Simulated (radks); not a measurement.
Task: Radial electron density D(r) = 4 pi r^2 rho(r) of an atom or ion with 21 electrons. Calculated with a radial shooting solver on a logarithmic mesh with Libxc functionals: Dirac Kohn-Sham, exchange-only PBE, spin-unpolarised, spherical densities, finite nucleus; Fermi nuclear charge, rms radius of each element as measured or else 0.836 A^(1/3) + 0.57 fm.

```
   r/bohr * D(r) (the largest magnitude, 56.9, reaches the edge; | marks zero)
 0.002888 |   *
  0.00323 |    *
 0.003613 |    *
 0.004042 |      *
 0.004485 |       *
 0.005016 |        *
  0.00561 |          *
 0.006275 |            *
 0.007019 |              *
 0.007851 |                 *
 0.008781 |                   *
 0.009822 |                      *
  0.01099 |                          *
  0.01229 |                             *
  0.01374 |                                *
  0.01537 |                                    *
   0.0172 |                                       *
  0.01923 |                                         *
  0.02151 |                                           *
  0.02406 |                                             *
  0.02691 |                                             *
   0.0301 |                                             *
  0.03367 |                                            *
  0.03766 |                                           *
  0.04212 |                                         *
  0.04674 |                                       *
  0.05228 |                                      *
  0.05848 |                                      *
  0.06541 |                                       *
  0.07316 |                                          *
  0.08183 |                                             *
  0.09153 |                                                 *
   0.1024 |                                                    *
   0.1145 |                                                      *
   0.1281 |                                                      *
   0.1433 |                                                  *
   0.1602 |                                             *
   0.1792 |                                      *
   0.2005 |                                *
   0.2242 |                          *
   0.2508 |                        *
   0.2805 |                        *
   0.3138 |                          *
   0.3509 |                           *
   0.3925 |                            *
   0.4391 |                          *
   0.4872 |                       *
   0.5449 |                 *
   0.6095 |            *
   0.6817 |       *
   0.7625 |   *
   0.8529 | *
    0.954 |*
    1.067 *
    1.193 *
    1.335 *
    1.493 *
```

What is the nuclear charge?

Result: Z = 38. The innermost maximum, from 1s, lies near gamma/Z bohr with gamma = sqrt(1 - (Z/c)^2) = 0.961, here 0.0253 bohr (found: 0.0276), and its height grows with Z. The density is that of the strontium ion Sr17+ in [Ar] 3d3; the configuration itself is not fixed sharply by these data, and Z only to a few units. D(r) has 3 maxima, at r = 0.0276, 0.118, 0.383 bohr, and minima at 0.0562, 0.265 bohr, inside which lie 2.07, 10.82 electrons.
